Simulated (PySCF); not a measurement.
Species: WN(OMe)3, C₃H₉NO₃W (singlet state).
Bonds: W1–N2, W1–O3, W1–O8, W1–O13, O3–C4, O8–C9, O13–C14. Hydrogens: H5, H6, H7 on C4; H10, H11, H12 on C9; H15, H16, H17 on C14.

Theory: PySCF, PBE0-D3(BJ)/def2-SVP geometry optimisation, gas phase, def2 core potentials past Kr.

**Question.** Give the optimised bond lengths and angles.

**Answer.** 
```csv
bond,length (bohr)
W1–N2,3.153
"W1–O3, W1–O8, W1–O13",3.559
"O3–C4, O8–C9, O13–C14",2.645
C4–H5 and 8 like bonds,2.084
```

Bonds in one row agree within 0.02 bohr and their mean is given. A selection of angles:
```csv
angle,degrees
N2–W1–O3,104.1
O3–W1–O8,114.3
O8–W1–O13,114.6
W1–O3–C4,134.9
```

Dihedral angles: N2–W1–O3–C4 0° (synperiplanar); N2–W1–O8–C9 0° (synperiplanar); N2–W1–O13–C14 -1° (synperiplanar). The mirror-image conformer, all signs reversed, is as good.

W1 (tungsten bonded to N and 3 O) is distorted tetrahedral (angles from 104.0° to 114.6°). All 3 C–O bonds measure 1.399 to 1.400 Å. Of the pairs four or more bonds apart, N2···H5 is among the closest relative to their van der Waals radii: 2.85 Å, 104 % of the sum of Bondi's values. All 3 O–W bonds measure 1.883 to 1.884 Å.

Point group: near C3v, missed by 0.21 Å at most; the miss may be what the optimiser left on a soft mode. PBE0-D3(BJ)/def2-SVP frequencies: not computed here.
